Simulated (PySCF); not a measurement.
B(OMe)(SH)2 (CH5BOS2), SMILES COB(S)S.

Geometry optimised at PBE0-D3(BJ)/def2-SVP. This is a generated structure with no PubChem entry under its InChIKey; it may be hypothetical. One conformer was computed; it need not be the lowest.

Two levels are set side by side: PBE/def2-TZVP (PySCF) and B3LYP/def2-TZVP (PySCF). Same geometry, gas phase. Differences are taken from unrounded values.

```
quantity                     B3LYP    PBE  PBE minus B3LYP
---------------------------  -----  -----  ---------------
orbital gap (eV)              6.93   5.33            -1.60
highest occupied level (eV)  -7.07  -6.12             0.95
lowest empty level (eV)      -0.14  -0.79            -0.65
dipole moment (D)             1.32   1.31            -0.02
mean polarisability (bohr³)   68.4   70.5              2.1
```

Without exact exchange PBE keeps part of each electron's self-repulsion, which lifts occupied levels and narrows the gap. Loosely held outer electrons make PBE densities more polarisable. Differences between two approximate levels are no errors against the true value.

Rough cost on one machine, each run with all the roots and properties that it gave: B3LYP against PBE within a factor of 2.
